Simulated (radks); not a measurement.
Results of a calculation; reference values are marked as such.
Neutral germanium inside a hard spherical wall (all orbitals vanish at R), configuration held at [Ar] 3d10 4s2 4p2 and not refilled when levels cross. Level of theory: scalar-relativistic Kohn-Sham, LDA (Slater exchange, Perdew-Wang correlation), spin-polarised, spherical densities, point nucleus; open shells are filled with parallel spins first (a radial shooting solver on a logarithmic mesh with Libxc functionals). Eigenvalues in eV for spin up, with the zero of energy where the potential of the charges vanishes at infinity; a dash marks a level that is unbound or too diffuse for the functional's potential to be trusted. A positive occupied level is held by the wall or, in an anion where self-interaction has pushed it up, behind a barrier. The pressure on the wall is -dE/dV.

| R (bohr) | E (hartree) | kinetic (hartree) | e(3p) | e(3d) | e(4s) | e(4p) | e(5s, empty) | e(5p, empty) | pressure (GPa) |
|---|---|---|---|---|---|---|---|---|---|
| free | -2095.92164 | 2133.082 | -115.24 | -29.452 | -12.370 | -4.470 | -0.489 | - | 0 |
| 20 | -2095.92164 | 2133.082 | -115.24 | -29.452 | -12.370 | -4.470 | -0.479 | 0.368 | < 0.0001 |
| 12 | -2095.92161 | 2133.082 | -115.23 | -29.448 | -12.366 | -4.466 | -0.234 | 1.230 | 0.000543 |
| 8 | -2095.91885 | 2133.104 | -115.03 | -29.251 | -12.216 | -4.306 | 1.393 | 4.296 | 0.116 |
| 6 | -2095.89376 | 2133.249 | -114.11 | -28.336 | -11.544 | -3.476 | 5.895 | 10.803 | 2.14 |
| 3.5 | -2095.23622 | 2135.838 | -106.02 | -20.467 | -4.013 | 6.593 | 44.109 | 55.465 | 188 |
| 2.5 | -2092.61369 | 2144.377 | -91.893 | -6.639 | 17.038 | 32.545 | 126.72 | 143.55 | 2180 |
| 2 | -2087.30082 | 2160.695 | -73.919 | 11.842 | 53.899 | 74.682 | 244.67 | 264.06 | 10600 |
